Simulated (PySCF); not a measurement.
sulfur hexafluoride cation (F6S), SMILES FS(F)(F)(F)(F)F (connectivity only; charge and spin as stated), charge +1, multiplicity 2. Atoms are numbered in the order given.

```xyz
7

F      0.0000    -1.5763     0.0000
S      0.0000     0.0000     0.0000
F      1.5763     0.0000     0.0000
F      0.0000     0.0000     1.5763
F     -1.5763     0.0000     0.0000
F      0.0000     0.0000    -1.5763
F      0.0000     1.5763     0.0000
```
Charge +1, spin multiplicity 2.

Geometry: PBE0-D3(BJ)/def2-SVP. A frequency run showed that this geometry is not a minimum. The spin state was assumed, not searched.

Level of theory: PBE0/pcH-1 (PySCF).

Unrestricted Kohn–Sham, ⟨S²⟩ = 0.753. Hyperfine tensors hold the contact and dipolar terms, without spin-orbit corrections.

Computed hyperfine couplings:
```csv
nucleus,A(iso) (MHz),A(iso) (G),dipolar principal values (MHz)
19F no. 1,45.8,16.3,"-342.1, -336.1, 678.2"
33S no. 2,-17.7,-6.3,"-0.1, -0.1, 0.3"
19F no. 3,45.8,16.3,"-342.1, -336.2, 678.3"
19F no. 4,45.8,16.3,"-342.1, -336.1, 678.2"
19F no. 5,45.8,16.3,"-342.1, -336.2, 678.3"
19F no. 6,45.8,16.3,"-342.1, -336.1, 678.2"
19F no. 7,45.8,16.3,"-342.1, -336.1, 678.2"
```
